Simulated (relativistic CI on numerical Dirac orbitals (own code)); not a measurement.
Ta²³⁺: sensitivity of the levels to the model

Base calculation: Dirac-Coulomb-Breit CI, separate exchange-only KLI orbitals for each configuration, model QED, unscaled Slater integrals.

Configurations in the expansion (outside the closed core [Ar] 3d10): 4s2 4p6 4d10 4f4, 4s2 4p6 4d10 4f3 5s, 4s2 4p6 4d10 4f2 5s2, 4s2 4p6 4d9 4f5, 4s2 4p6 4d10 4f3 5p, 4s2 4p6 4d10 4f2 5s 5p, 4s2 4p6 4d10 4f2 5p2, 4s2 4p6 4d10 4f3 5d, 4s2 4p6 4d10 4f2 5s 5d, 4s2 4p5 4d10 4f5, 4s2 4p6 4d10 4f2 5p 5d, 4s2 4p6 4d9 4f3 5s2, 4s2 4p6 4d9 4f4 5s, 4s2 4p6 4d10 4f3 5f, 4s2 4p6 4d10 4f2 5d2, 4s2 4p6 4d10 4f3 6s, 4s 4p6 4d10 4f5, 4s2 4p6 4d10 4f3 5g, 4s2 4p6 4d10 4f3 6d. Levels of other configurations are missing.

Variants: (1) valence Slater integrals scaled by 0.9; (2) non-relativistic limit; (3) one mean potential for all configurations. Shifts of the energy above 4s2 4p6 4d10 4f4 5I_4, in cm⁻¹, for the lowest level and the first level of each name with at least 55 % of one term (blank where a level changes its place among those of its configuration and J or its character, or is not in the variant):

```
                Level     Base     Δ(1)      Δ(2)    Δ(3)
4s2 4p6 4d10 4f4 5I_4      0.0      0.0       0.0     0.0
4s2 4p6 4d10 4f4 5I_5  11954.3   +381.2  -11954.3  -194.5
4s2 4p6 4d10 4f4 5I_6  22683.9   +313.0  -22683.9  -330.6
4s2 4p6 4d10 4f4 5I_7  31891.3   -148.5  -31891.3  -407.8
4s2 4p6 4d10 4f4 5I_8  39914.4   -810.2  -39914.3  -448.8
4s2 4p6 4d10 4f4 5F_1  39938.2  -2516.4  -10456.2  -165.5
4s2 4p6 4d10 4f4 5F_3  46560.5  -2889.8  -17078.5  -217.2
4s2 4p6 4d10 4f4 5S_2  49807.0  -2694.2            -273.2
4s2 4p6 4d10 4f4 5G_2  51436.1  -3814.5   -4981.1  -142.8
4s2 4p6 4d10 4f4 3K_6  53384.5  -2919.9  -15537.4  -320.8
4s2 4p6 4d10 4f4 5G_3  54066.2  -4013.2   -7611.2  -163.5
4s2 4p6 4d10 4f4 5F_4  59303.9  -2745.7            -389.9
4s2 4p6 4d10 4f4 5G_4  69994.7  -3770.7            -394.2
4s2 4p6 4d10 4f4 3G_3  72354.6  -3979.0  -20737.2  -404.3
4s2 4p6 4d10 4f4 3P_1  77299.8  -4393.8            -409.4
4s2 4p6 4d10 4f4 5G_5  80988.8  -4035.8            -513.3
4s2 4p6 4d10 4f4 3L_8  81064.5  -4777.0  -28037.8  -459.9
4s2 4p6 4d10 4f4 5G_6  82531.0  -4242.6  -36076.0  -520.4
4s2 4p6 4d10 4f4 3P_0  83060.5  -5892.6  -26109.0  -371.7
4s2 4p6 4d10 4f4 3F_4  84205.4  -5196.3            -410.9
4s2 4p6 4d10 4f4 3D_3  84224.4  -4995.4  -27796.0  -429.4
4s2 4p6 4d10 4f4 3I_5  84416.8  -6017.0            -312.6
```

At this charge energies of transitions that change n are usually good to better than 1 %, and those within a shell (Δn = 0) to a few per cent. Terms inside the open d or f shell come out 10 to 20 % too wide with unscaled integrals.

Ionisation energy from the two ground configurations alone: base 678.689 eV; valence Slater integrals scaled by 0.9 678.376 eV. The NIST ASD value (theoretical) is 700 eV. The gap of more than 2 % comes from missing correlation, or from a tabulated value that is itself an estimate.

LS names give the leading component of a level, which can be under half, so a name can repeat, a term be missing and a line seem to break the LS rules.
